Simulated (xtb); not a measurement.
HOSi (SMILES O=[SiH]), doublet, from a rough starting geometry.

xtb was given this input:
```
$ xtb mol.xyz --gfn 2 --uhf 1 --opt vtight --json

# file mol.xyz
3

O      1.33957562    -0.23261564     0.02964062
Si    -0.00818327     0.46278124     0.04325472
H     -1.33636304    -0.18635223    -0.04896539
```

What does this run give for the total energy at the end of the optimisation, dipole moment?


- total energy at the end of the optimisation = -6.2887 Eh
- dipole moment = 3.86 D
